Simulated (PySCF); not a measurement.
# Orbital picture of As2

r²SCAN at R = 2.088 Å; PySCF, spin-free X2C with a Gaussian nucleus, basis sets As x2c-TZVPPall. State: ¹Σg⁺ (singlet), closed shell. Only the outer orbitals are listed.

```json
{"orbital": "σg", "occ.": "2", "ε (eV)": "-17.62", "main shells (%)": "90 s, 8 p"}
{"orbital": "σu", "occ.": "2", "ε (eV)": "-12.81", "main shells (%)": "89 s, 10 p"}
{"orbital": "σg", "occ.": "2", "ε (eV)": "-7.04", "main shells (%)": "89 p, 10 s"}
{"orbital": "πu", "occ.": "2", "ε (eV)": "-6.81", "main shells (%)": "97 p"}
{"orbital": "πu", "occ.": "2", "ε (eV)": "-6.81", "main shells (%)": "97 p"}
{"orbital": "πg", "occ.": "0", "ε (eV)": "-3.33", "main shells (%)": "96 p"}
{"orbital": "πg", "occ.": "0", "ε (eV)": "-3.33", "main shells (%)": "96 p"}
{"orbital": "σu", "occ.": "0", "ε (eV)": "0.86", "main shells (%)": "98 p"}
```

Question: Which are the highest filled and the lowest empty level, where do they sit, and how wide is the gap?

Answer: Highest filled πu at -6.81 eV (in %: 97 p); lowest empty πg at -3.33 eV (in %: 96 p); the gap at r²SCAN is 3.48 eV.

The bond order (Mayer) is 2.96. The ⟨S²⟩ is 0.000.
